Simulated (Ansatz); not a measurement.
Computed with Ansatz on PBE0-D4/def2-TZVP structures; ΔE is electronic, products minus reactants. CCSD(T)/CBS adds triple-zeta CCSD(T) − MP2 to the extrapolated MP2 energy (def2 sets, frozen cores). Functionals use def2-TZVPP. B3LYP here is the variant with VWN-RPA as its local correlation; programs differ in this. def2 core potentials past Kr. For Sn outer-core shells are correlated without core-valence functions, which leaves a few kJ/mol of doubt a bond. One conformer a species, not always the lowest.

`[SiH3]B[CH2][SnH3]` + `C=C[Si](N)(O)F` → `C=C[Si](N)(F)O[SiH3]` + `B[CH2][SnH3]`  (cleavage of the Si–B bond)

**Question.** Is it downhill or uphill in electronic energy at CCSD(T)/CBS, and by how much? (An estimate is asked.)

**Answer.** Computed: Downhill: ΔE = -112.8 kJ/mol.

**Question.** What do these levels give: PBE-D4, B2PLYP, PBE, B3LYP, MP2/def2-TZVPP, CCSD/def2-TZVPP? (An estimate is asked.)

**Answer.** The calculation gave: PBE-D4 -89.0, B2PLYP -120.3, PBE -89.6, B3LYP -118.7, MP2/def2-TZVPP -118.0, CCSD/def2-TZVPP -117.7 kJ/mol.

Largest T1 diagnostic among the species: 0.013.

In def2-TZVPP, CCSD(T) changes the Hartree–Fock value by +36.4 kJ/mol (the triples alone add +5.2 kJ/mol) and MP2 by +30.9 kJ/mol. From PBE to PBE0 (25 % exact exchange), in def2-TZVPP and without D4, ΔE moves by −9.7 kJ/mol.
